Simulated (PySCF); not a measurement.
Species: C6H10N2.
Z-matrix (Å and degrees, GFN2-xTB geometry), rows numbered from 1:
```
C 
C   1  1.5305
C   2  1.4877  1  111.73
N   3  1.3088  2  124.59  1   100.58
C   4  1.3577  3  106.31  2  -178.94
C   5  1.3626  4  109.84  3     0.05
N   3  1.3626  2  124.15  1   -78.30
C   7  1.4346  3  128.23  2    -0.31
H   1  1.0878  2  111.18  3    61.13
H   1  1.0874  2  110.27  3  -178.63
H   1  1.0869  2  109.84  3   -58.93
H   2  1.0936  1  109.82  3  -122.42
H   2  1.0901  1  109.29  3   118.68
H   5  1.0714  4  120.97  3  -179.85
H   6  1.0710  5  131.98  4  -179.86
H   8  1.0897  7  109.37  3  -156.26
H   8  1.0902  7  110.26  3   -36.60
H   8  1.0938  7  111.06  3    83.93
```

Probes without a nucleus sit at each ring's centroid and 1 Å off its mean plane on both sides; NICS is minus the shielding there, NICSzz its component along the normal. Level: GIAO PBE0/pcSseg-1 (PySCF, non-relativistic, gas phase) on the GFN2-xTB geometry, one conformer.

Ring bond lengths (Å), with Mayer bond orders in brackets: C3–N4 1.309 (1.57), N4–C5 1.358 (1.36), C5–C6 1.363 (1.56), C6–N7 1.369 (1.13), N7–C3 1.363 (1.10).

Q: Give the NICS values of each ring in ppm.

A: 
```tsv
ring	type	NICS(0)	NICS(1), two faces	NICS(1)zz, two faces	rms pucker (Å)	centre to ring atoms, mean (Å)
C3–N4–C5–C6–N7	5-membered ring with 2 N; formal bonds all aromatic	-12.3	-10.8 / -10.8	-28.2 / -29.0	0.00	1.15
```

Q: What do they say, and how far can they be read as aromaticity?

A: 
- C3–N4–C5–C6–N7: mean NICS(1)zz -28.6 ppm, shielded, aromatic by this magnetic criterion (flat ring, no four-coordinate atom).

Q: And the bond-length index? HOMA takes Krygowski's 1993 parameters.

A: 
- C3–N4–C5–C6–N7: HOMA 0.91; the largest term is that of C5–C6, α(R − Ropt)² = 0.17. The geometric and the magnetic index point the same way.

Q: At the second NICS(1) probe listed for ring C3–N4–C5–C6–N7, 1 Å off the ring, what do the in-plane components average?

A: The isotropic value is a third of the trace: (3 × -10.8 − (-29.0))/2 = -1.7 ppm.
